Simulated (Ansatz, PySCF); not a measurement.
System: HfO, charge 0, multiplicity 1. SMILES: [Hf]=[O]
Structure (B3LYP-D3(BJ)/def2-TZVP (Ansatz, an electronic-structure program) minimum search):
```
O
Hf 1 1.7334
```
Charge 0, spin multiplicity 1.

Wanted: size of the dipole moment, in D. Terms: LANL2DZ with its own core potentials from Na on; spin-orbit terms left out; def2 sets with scalar-relativistic core potentials past Kr; six Cartesian d functions in 6-31G* and its kin unless marked 5d. First-principles rows: single points at B3LYP-D3(BJ) geometries (Ansatz).

```json
[
 {"level": "SVWN5/6-31G* with LANL2DZ past Ar", "program": "Ansatz", "size of the dipole moment (D)": "2.79"},
 {"level": "PBE/LANL2DZ", "program": "Ansatz", "size of the dipole moment (D)": "3.10"},
 {"level": "PBE/def2-SVP", "program": "Ansatz", "size of the dipole moment (D)": "3.22"},
 {"level": "PBE/6-31G* with LANL2DZ past Ar", "program": "Ansatz", "size of the dipole moment (D)": "2.72"},
 {"level": "BLYP/6-31G* with LANL2DZ past Ar", "program": "Ansatz", "size of the dipole moment (D)": "2.75"},
 {"level": "BP86/def2-SVP", "program": "PySCF", "size of the dipole moment (D)": "3.22"},
 {"level": "BP86/6-31G* with LANL2DZ past Ar (5d)", "program": "PySCF", "size of the dipole moment (D)": "2.69"},
 {"level": "B3LYP/LANL2DZ", "program": "Ansatz", "size of the dipole moment (D)": "3.50"},
 {"level": "B3LYP/6-31G* with LANL2DZ past Ar", "program": "Ansatz", "size of the dipole moment (D)": "3.09"},
 {"level": "PBE0/6-31G* with LANL2DZ past Ar", "program": "Ansatz", "size of the dipole moment (D)": "3.11"}
]
```

No value to compare with is used here. The 10 habitual levels span 2.69 (BP86/6-31G* with LANL2DZ past Ar (5d)) to 3.50 D (B3LYP/LANL2DZ).

The levels are drawn from those run, B3LYP/6-31G* more often than the rest, none by its result; runs whose electronic state is in doubt are left out.
